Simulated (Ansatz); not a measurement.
The cluster Al₆Ge. Charge 0, multiplicity 1. Geometry B3LYP-D4/def2-SVP.

```xyz
7

Ge    0.5043   -1.2508    2.2353
Al   -0.2713   -1.7147   -0.2147
Al    0.8355   -0.1449   -1.9671
Al   -1.0520    0.6034    1.2580
Al    1.6628    0.2730    0.4602
Al   -1.7633    0.1690   -1.2039
Al    0.0838    2.0649   -0.5680
```

The restricted singlet is unstable towards broken spin symmetry in Hartree–Fock (as tested in another run); at HF/def2-TZVPD, PBE-D4/def2-SVP, PBE-D4/def2-TZVP, BLYP-D4/def2-TZVP and others this wasn't settled. The structure comes from a short search, and lower isomers may exist.

Question: Estimate the orbital energies around the gap (eV) in Ansatz with HF/def2-TZVPD, PBE-D4/def2-SVP, PBE-D4/def2-TZVP, BLYP-D4/def2-TZVP, PBE0-D4/def2-SVP.

Answer: 
```
orbital  HF/def2-TZVPD  PBE-D4/def2-SVP  PBE-D4/def2-TZVP  BLYP-D4/def2-TZVP  PBE0-D4/def2-SVP
 HOMO−5          -8.33            -6.46             -6.34              -6.12             -7.19
 HOMO−4          -8.33            -6.46             -6.34              -6.12             -7.19
 HOMO−3          -7.15            -5.41             -5.28              -4.99             -6.11
 HOMO−2          -7.09            -5.41             -5.25              -4.97             -6.11
 HOMO−1          -7.09            -5.41             -5.25              -4.97             -6.09
   HOMO          -6.50            -4.78             -4.64              -4.39             -5.46
   LUMO          -0.76            -3.82             -3.68              -3.44             -3.34
 LUMO+1          -0.76            -3.82             -3.68              -3.44             -3.34
 LUMO+2          -0.44            -3.39             -3.26              -3.04             -2.89
 LUMO+3           0.21            -2.90             -2.77              -2.54             -2.35
 LUMO+4           0.21            -2.89             -2.77              -2.54             -2.35
 LUMO+5           1.18            -1.90             -1.78              -1.54             -1.34
```
